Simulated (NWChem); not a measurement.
# BP$_{3}$H$_{6}$; SMILES PB(P)P

```xyz
10

B     -0.0124    -0.0378     0.0000
P      1.8846    -0.0475     0.0000
H      2.1759     0.8441    -1.0713
H      2.1759     0.8441     1.0713
P     -0.9514     0.0796    -1.6464
H     -0.0740    -0.6514    -2.4957
H     -1.9349    -0.9368    -1.4844
P     -0.9514     0.0796     1.6464
H     -1.9349    -0.9368     1.4844
H     -0.0740    -0.6514     2.4957
```
Atoms are numbered in this order, from 1.

All runs: NWChem. The geometry was optimised at PBE0/def2-SVP. Total energies compare along this basis series because the functional is fixed.

```tsv
level	basis functions	energy (Ha)	highest occupied level (eV)	orbital gap (eV)	dipole (D)
PBE0/cc-pVDZ	98	-1052.0828	-7.13	5.43	0.70
PBE0/aug-cc-pVDZ	158	-1052.0891	-7.23	5.37	0.65
PBE0/cc-pVTZ	216	-1052.1316	-7.22	5.37	0.64
```
